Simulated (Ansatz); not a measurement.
Computed with Ansatz on PBE0-D4/def2-TZVP structures; ΔE is electronic, products minus reactants. CCSD(T)/CBS adds triple-zeta CCSD(T) − MP2 to the extrapolated MP2 energy (def2 sets, frozen cores). This one scheme is used for every species. Functionals use def2-TZVPP. B3LYP here is the variant with VWN-RPA as its local correlation; programs differ in this. For Ge outer-core shells are correlated without core-valence functions, which leaves a few kJ/mol of doubt a bond. Scalar relativity is left out up to krypton. One conformer a species, not always the lowest.

Reaction (formal exchange of groups at a C–Ge bond): `O[SiH2]C#[C][GeH3]` + SiH₄ → `O[SiH2]C#C[SiH3]` + GeH₄

(1) Is it downhill or uphill in electronic energy at CCSD(T)/CBS, and by how much? (An estimate is asked.)

(2) What do these levels give: B3LYP-D4, ωB97M-V, r2SCAN, CCSD(T)/def2-SVP, HF/def2-TZVPP, MP2/CBS(def2)? (An estimate is asked.)

Largest T1 diagnostic among the species: 0.012.

## Answers

(1) Computed: Downhill: ΔE = -4.0 kcal/mol.

(2) The calculation gave: B3LYP-D4 -4.9, ωB97M-V -4.5, r2SCAN -5.3, CCSD(T)/def2-SVP -3.4, HF/def2-TZVPP -3.8, MP2/CBS(def2) -4.0 kcal/mol.

In def2-TZVPP, CCSD(T) changes the Hartree–Fock value by +0.8 kcal/mol (the triples alone add +0.1 kcal/mol) and MP2 by +0.8 kcal/mol. Leaving LDA and LC-ωPBE aside and taking each functional with its dispersion term where it has one, the values, not all of them listed here, spread over 2.0 kcal/mol, from B97M-V to PBE-QIDH.
